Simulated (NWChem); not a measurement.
System: SiHSCl, singlet; SMILES S[Si]Cl

The following NWChem deck was run.

```
start job
memory heap 200 mb stack 900 mb global 1100 mb
geometry units angstroms noautosym nocenter noautoz
  Si     0.969693     0.039623     0.000000
  Cl    -0.431650     1.601031     0.000000
  S     -0.434936    -1.585349     0.000000
  H      0.537316    -2.527357     0.000000
end
basis spherical
  * library pcsseg-1
end
dft
  xc xpbe96 cpbe96
  iterations 150
end
property
  shielding
end
task dft property
```

Low-valent species are run as closed-shell singlets; no triplet was tried in these runs. Geometry: optimised at PBE0/def2-SVP.

GIAO values for the isolated, static molecule; σ is the absolute isotropic shielding, δ = σ(reference) − σ with the isolated reference molecule computed at the same levels (1H: tetramethylsilane, 29Si: tetramethylsilane).

Atoms are numbered as in the input.

Give the results of this calculation. (PBE/pcSseg-1, GIAO.) Quantities: δ Si1 (ppm); σ Cl2 (ppm); σ S3 (ppm); δ H4 (ppm).


```json
{
  "δ Si1 (ppm)": "362.9",
  "σ Cl2 (ppm)": "475.5",
  "σ S3 (ppm)": "191.4",
  "δ H4 (ppm)": "5.18"
}
```
